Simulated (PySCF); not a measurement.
C7H13FO2.
SMILES with atom numbers: `[CH3:1][CH2:2][C@@:3]1([O:4][C@H:5]([CH3:6])[F:7])[CH2:8][CH2:9][O:10]1` (hydrogens: H11, H12, H13 on C1; H14, H15 on C2; H16 on C5; H17, H18, H19 on C6; H20, H21 on C8; H22, H23 on C9)

Structure used (PBE0-D3(BJ)/def2-SVP), in Å, numbered top down from 1:
```xyz
23
C7H13FO2 angstrom
C     -1.3987   -1.2946   -1.6012
C     -0.7402   -1.4956   -0.2481
C     -0.4279   -0.1957    0.4623
O      0.3695    0.6752   -0.3122
C      1.6775    0.2985   -0.5193
C      2.4909    1.5171   -0.8551
F      1.7510   -0.5901   -1.5808
C     -1.5722    0.6170    1.0765
C     -0.7850    0.4482    2.3775
O      0.1565   -0.4199    1.7396
H     -1.6490   -2.2602   -2.0640
H     -0.7252   -0.7536   -2.2794
H     -2.3319   -0.7150   -1.5136
H     -1.3832   -2.0828    0.4265
H      0.2006   -2.0587   -0.3544
H      2.0627   -0.2384    0.3651
H      2.5008    2.2092   -0.0022
H      3.5222    1.2300   -1.1001
H      2.0419    2.0251   -1.7205
H     -2.5464    0.1117    1.0543
H     -1.6576    1.6336    0.6748
H     -1.3079   -0.0580    3.2051
H     -0.3092    1.3659    2.7635
```

All values: PBE0/pcSseg-1 (PySCF, non-relativistic), on one gas-phase PBE0-D3(BJ)/def2-SVP geometry that isn't relaxed in the solvent. The solvent is an IEF-PCM continuum (Bondi radii, 1.10 Å for H, scaled by 1.2). Specific hydrogen bonds and non-electrostatic terms are outside this model.

Gas phase at PBE0/pcSseg-1: HOMO -7.78 eV, LUMO 1.41 eV, dipole 2.03 D.

Problem. What does the continuum do to the energy, the frontier levels and the dipole at PBE0/pcSseg-1 in cyclohexane and acetonitrile?

Solution. 
```tsv
solvent	ε	E(solvent) − E(gas) (kJ/mol)	polarisation term (kJ/mol)	distortion of the solute (kJ/mol)	HOMO (eV)	LUMO (eV)	dipole (D)
cyclohexane	2.017	-8.36	-8.73	0.37	-7.77	1.52	2.24
acetonitrile	35.69	-21.04	-23.68	2.64	-7.79	1.63	2.61
```

The polarisation term is half the interaction of the solute with the surface charges that it induces; the rest is the cost of distorting the solute's density. The sum is the electrostatic part of solvation alone. From cyclohexane to acetonitrile the lowering changes by a factor 2.52, Onsager's factor (ε − 1)/(2ε + 1) by 2.37 and ε itself by 17.7.

Problem. Which radius a makes the point-dipole formula ΔE = −[(ε − 1)/(2ε + 1)]·μ²/a³ give the value in acetonitrile, with the gas-phase dipole?

Solution. μ = 0.799 au and |ΔE| = 0.00801 Eh give a = 1.78 Å; the farthest nucleus lies 3.89 Å from the centroid of the nuclei, so such a sphere wouldn't even hold the nuclei. The formula assumes a rigid point dipole at the centre of a sphere.

Problem. Give the dipole vector in the frame of the coordinates (D, pointing from negative to positive charge), gas and acetonitrile.

Solution. Gas (-1.16, 1.05, 1.29), solvent (-1.55, 1.25, 1.68). Its length changes by +29 % and its direction by 3°.

Problem. Which Mulliken charges (PBE0/pcSseg-1) respond most in acetonitrile (means over atoms taken as equivalent)?

Solution. 
```
      atoms                 environment  gas (e)  solvent (e)  change
        O10         cyclic ether oxygen   -0.494       -0.523  -0.029
        H20          methylene hydrogen   +0.129       +0.146  +0.017
         F7              alkyl fluorine   -0.341       -0.356  -0.015
         C1               methyl carbon   -0.275       -0.289  -0.014
        H14          methylene hydrogen   +0.115       +0.128  +0.013
        H22          methylene hydrogen   +0.117       +0.130  +0.013
         O4                ether oxygen   -0.491       -0.504  -0.013
        H23          methylene hydrogen   +0.116       +0.128  +0.012
         C6               methyl carbon   -0.251       -0.261  -0.010
         C8   four-membered-ring carbon   -0.227       -0.219  +0.008
H17/H18/H19             methyl hydrogen   +0.125       +0.133  +0.008
         C9  sp3 carbon bound to oxygen   +0.079       +0.071  -0.008
```
